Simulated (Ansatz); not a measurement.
BI₃, charge -1, doublet, geometry from GFN2-xTB (a state made from the parent by changing its charge; the spin is typed, not shown lowest) (all electrons, no relativity) (a gas-phase anion, which may not be bound at this level); Ansatz (a first-principles code) with PBE/3-21G.

Here is a job for Ansatz.
Ansatz 0.2 input:
```yaml
crystal:
  periodic: [false, false, false]
  atoms:
    - {symbol: B, position_ang: [0.00000000, 0.00000000, 0.00000000]}
    - {symbol: I, position_ang: [2.07997803, -0.36410154, -0.62335308]}
    - {symbol: I, position_ang: [-0.77243186, -0.91717242, 1.84650789]}
    - {symbol: I, position_ang: [-1.30754617, 1.28127396, -1.22315481]}
basis:
  gaussian:
    orbitals: 3-21G.json
hamiltonian:
  xc: pbe
total_charge: -1
magnetization: {spin_polarized: true, initial_magnetization: 1}
```
The basis file holds 3-21G in the JSON format of the Basis Set Exchange.

Output, abridged:

```
Functional definition: PBE
1414 factors; their error is unknown
mean field evaluation 1: about -563129.4741 eV, gradient 1.2e1 eV
mean field evaluation 2: about -563129.3669 eV, gradient 6.3e0 eV
mean field evaluation 4: about -563129.6514 eV, gradient 3.4e-1 eV
mean field evaluation 8: about -563129.5953 eV, gradient 1.8e-1 eV
mean field evaluation 16: about -563129.5954 eV, gradient 1.3e-5 eV
mean field -563129.59542020 eV, -20694.6309287431 hartree, gradient 2.3e-6 eV, S^2 0.755602; 3 other end points of the search recorded, 0 dependent functions left out
reference -563129.59544718 eV, -20694.6309297346 hartree; 83, 82 occupied and 25, 26 virtual orbitals, 1414 factors
Total energy: -563129.59544718 eV, -20694.6309297346 hartree
```
